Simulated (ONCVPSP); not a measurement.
**What one change does to a pseudopotential (Ce, ONCV)**

cerium, optimised norm-conserving Vanderbilt (ONCV), made with ONCVPSP 4.0.1 (PBE, scalar-relativistic). Core [Kr] 4d10, reference 4f1 5s2 5p6 5d1 6s1 (charge +1). Waves: 5s+6s: rc 2.60 bohr, ncon 4, nbas 7, qcut 4 1/bohr, 3 projectors, debl 1.4 Ha; 5p: rc 1.70 bohr, ncon 4, nbas 7, qcut 4.4 1/bohr, 2 projectors, debl 3.6 Ha; 5d: rc 3.35 bohr, ncon 5, nbas 9, qcut 5 1/bohr, 1 projector; 4f: rc 1.15 bohr, ncon 4, nbas 8, qcut 17.1 1/bohr, 3 projectors, debl 0.4 Ha. Local part: polynomial inside 1.00 bohr (lpopt 5, dvloc0 2 Ha). Core correction: Teter function, fcfact 5.5, rcfact 1.5.

In the f channel the program set the typed energies aside and used -0.415, 0.250, 0.650 Ha.

Change: all radii but the core radius scaled by about 0.95 (s 2.46, p 1.62, d 3.18, f 1.10 bohr); local potential polynomial inside 0.94 bohr (lpopt 5, dvloc0 2 Ha).

Cutoffs: the cutoffs (Ha) at which the residual kinetic energy of the hardest occupied pseudo-wave falls to 1 and 0.1 mHa per electron; they do not see the model core or the augmentation charge, which bear on the density cutoff. Errors are all-electron minus pseudo energies relative to the spin-unpolarised reference configuration.

Q: How do hardness, ghosts and transferability respond?

A: The potential gets neither clearly harder nor softer (105 Ha and 118 Ha → 109 Ha and 122 Ha); both files keep a bound ghost (s); the lowest positive-energy flag moves from p at 65.9 eV to p at 31.8 eV; the errors of the 4 common tests hardly move.

```csv
quantity,base,changed
"cutoff, loose",105 Ha,109 Ha
"cutoff, tight",118 Ha,122 Ha
loose cutoff by channel,"s 6.2 Ha, p 37 Ha, d 6.4 Ha, f 105 Ha","s 6.6 Ha, p 39 Ha, d 6.4 Ha, f 109 Ha"
bound ghosts,s,s
GHOST(+) flags under 300 eV,p at 65.9 eV,p at 31.8 eV
"error for 4f1 5s2 5p6 5d1 6s2, meV [ΔE -6.07 eV]",0.0,+0.2
"error for 4f1 5s2 5p6 5d1 6s0, meV [ΔE 11.08 eV]",-5.3,-4.8
"error for 4f1 5s2 5p6 5d0 6s0, meV [ΔE 30.26 eV]",-16,-17
"error for 4f1 5s2 5p6 5d2 6s0, meV [ΔE 0.17 eV]",-14,-13
"rms error of d²Exc/dni dnj with the model core, mHa",4.67,4.48
```

 A true bound ghost makes a file unfit for plane-wave use even where its test errors are small: the radial tests pick states by their node count and pass the ghost by.
